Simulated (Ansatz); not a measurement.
System: sum formula H2BO2Cl, charge 0, multiplicity 1. 
Geometry from a B3LYP-D3(BJ)/def2-TZVP (Ansatz, a first-principles code) optimisation:
```xyz
6

B      0.0685    -0.4158    -0.0765
Cl    -0.2146     1.3021     0.2396
O      1.3650    -0.8133    -0.1844
O     -1.0319    -1.2077    -0.1874
H      1.5072    -1.7491    -0.3562
H     -0.8663    -2.1397    -0.3592
```

Property: vertical ionisation energy (to the doublet state of charge +1; each state is the SCF solution reached for its spin), in eV. Valence correlation only, unless marked. Open shells are spin-unrestricted. Spin-orbit coupling is left out. Non-relativistic. Basis-set limits of correlation are two-point, X^-3; Hartree-Fock from the larger set. The bracket is a focal-point correction in the basis named.

RI-MP2/CBS(aug-cc-pV(T+d)Z,aug-cc-pV(Q+d)Z)+[CCSD(T)-MP2]/aug-cc-pV(T+d)Z (Ansatz) gives 11.95 eV.

**Question.** Another calculation gave 11.81 eV. Which level was it?
A. B3LYP/def2-TZVPD (Ansatz)
B. wB97M-V/def2-TZVPD (Ansatz)
C. PBE/def2-TZVPD (Ansatz)
D. r2SCAN/def2-TZVPD (Ansatz)

**Answer.** B, wB97M-V/def2-TZVPD (Ansatz). The others give 11.69 (B3LYP), 11.52 (r2SCAN), 11.30 (PBE) eV.
